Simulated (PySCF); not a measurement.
A search over the determinants of BeSb

Unrestricted PBE0; PySCF, scalar-relativistic core potentials, basis sets Be def2-SVPD, Sb def2-SVPD with ECP28. Outer shells of the fragments: Be 2s2; Sb 4d10 5s2 5p3.

Followed along the bond (rough minima from three points):

```csv
2Ms+1,unpaired,⟨S²⟩ at the start,R at minimum (Å),Te (eV)
4,"σ ↑, π ↑↑",3.75,2.40,0.00
2,"σ ↓, π ↑↑",1.76,2.40,0.14
2,"σ ↑, π ↑↓",1.76,2.40,0.38
2,π ↑,0.81,2.21,0.41
2,σ ↑,0.76,2.38,1.23
```

Solutions found at the starting distance of 2.325 Å, counted from the lowest of them; the search is not exhaustive and high or unbound solutions are not listed, so other states can lie among these:

```
2Ms+1   unpaired   term  E (eV)  ⟨S²⟩  ⟨Lz²⟩  μ (D)
    4  σ ↑, π ↑↑    ⁴Σ⁻    0.00  3.75   0.00   0.37
    2  σ ↓, π ↑↑  mixed    0.14  1.76   0.00   0.25
    2  σ ↑, π ↑↓  mixed    0.37  1.76   2.01   0.39
    2        π ↑     ²Π    0.45  0.81   1.01  -2.73
    2        σ ↑  mixed    1.22  0.76   2.00   0.66
    4  σ ↑↑, π ↑     ⁴Π    1.94  3.77   1.02   0.63
    4      π ↑↑↑     ⁴Π    2.28  3.79   1.00  -1.20
    2        π ↑     ²Π    3.76  0.75   1.00   6.27
```

A term symbol is given only where ⟨S²⟩ and ⟨Lz²⟩ are close to those of a pure state; real π, δ and φ orbitals otherwise mix terms. A positive dipole means Be(−)Sb(+).

Spin–orbit coupling is left out.
